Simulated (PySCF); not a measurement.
Zinc: a sound run and one with changed settings

Sound run: Zn²⁺ [Ar] 3d10, Zn³⁺ [Ar] 3d9. Calculation: PySCF 2.14, in x2c-TZVPall; scalar relativity by spin-free X2C-1e. In the sound run the correlated levels freeze [Ar]. The sound run starts from symmetry-adapted Hartree-Fock orbitals and uses a fine grid where one is needed.

A second run was set up differently.

| species | method | sound run (hartree) | changed run (hartree) | converged |
| --- | --- | --- | --- | --- |
| Zn²⁺ | MP2 | -1793.69042 | -1793.96676 | yes |
| Zn³⁺ | MP2 | -1792.23328 | -1792.49062 | yes |

Ionisation energy of Zn²⁺:

| method | sound run (eV) | changed run (eV) |
| --- | --- | --- |
| UHF | 37.031 | 37.031 |
| MP2 | 39.651 | 40.168 |
| SCS-MP2 | 39.330 | 39.739 |

Q: What was changed?
A. level shift left on
B. all electrons correlated in a valence basis
C. basis contracted for another Hamiltonian
D. too few SCF iterations

A: B. A valence basis has no tight correlating functions, so it recovers only part of the core correlation, and not evenly between atom and ion.
